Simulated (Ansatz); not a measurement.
`BC1(C)CC1` + H₂Te → `B[TeH]` + `CC1CC1`  (ligand exchange at a B–C bond)

Gas-phase electronic energies from Ansatz, PBE0-D4/def2-TZVP geometries. CBS: MP2 limit from def2 TZ/QZ plus the TZ coupled-cluster correction, frozen cores. Elements past krypton have def2 core potentials. For Te outer-core shells are correlated without core-valence functions, which leaves a few kJ/mol of doubt a bond.

`BC1(C)CC1`:

Cartesian coordinates in Å:
```
B -0.983 -0.427 -1.312
C -0.180 -0.103 -0.060
C -0.799 -0.209 1.314
C 1.328 -0.326 -0.147
C 0.818 1.049 -0.270
H -2.145 -0.721 -1.260
H -0.445 -0.369 -2.383
H -1.702 0.402 1.388
H -0.108 0.123 2.094
H -1.080 -1.241 1.539
H 1.723 -0.815 -1.029
H 1.803 -0.613 0.783
H 0.850 1.535 -1.236
H 0.922 1.716 0.578
```

H₂Te:

Cartesian coordinates in Å:
```
Te -0.338 0.604 0.354
H 1.220 0.065 0.201
H -0.881 -0.669 -0.555
```

`B[TeH]`:

Cartesian coordinates in Å:
```
B 0.132 0.427 0.569
Te -0.996 -0.215 -1.079
H 1.150 -0.117 0.855
H -0.308 1.350 1.181
H 0.023 -1.445 -1.526
```

`CC1CC1`:

Cartesian coordinates in Å:
```
C 1.094 -0.065 -0.978
C -0.046 -0.529 -0.119
C -1.204 0.382 0.147
C -0.240 0.051 1.248
H 2.016 -0.604 -0.743
H 0.880 -0.214 -2.040
H 1.284 1.000 -0.824
H -0.293 -1.582 -0.219
H -2.200 -0.042 0.194
H -1.163 1.379 -0.277
H 0.450 0.825 1.564
H -0.578 -0.599 2.046
```

| species | HF/def2-TZVPP energy (Eh) |
| --- | --- |
| `BC1(C)CC1` | -181.41383 |
| H₂Te | -268.15349 |
| `B[TeH]` | -293.43166 |
| `CC1CC1` | -156.15518 |

Question: Work out ΔE.

Answer: ΔE = (-293.43166) + (-156.15518) − (-181.41383) − (-268.15349) = -0.01952 Eh = -51.2 kJ/mol. CCSD(T)/CBS gives -55.1 kJ/mol.

Largest T1 diagnostic among the species: 0.015.

In def2-TZVPP, CCSD(T) changes the Hartree–Fock value by −3.4 kJ/mol (the triples alone add −1.3 kJ/mol) and MP2 by −4.0 kJ/mol. The D4 term adds +4.1 kJ/mol with B3LYP and +2.4 kJ/mol with PBE0; it sums over pairs of atoms, weighted by their polarisabilities, and B3LYP, whose exchange is more repulsive, gets the larger term.

B3LYP here is the variant with VWN-RPA as its local correlation; programs differ in this.
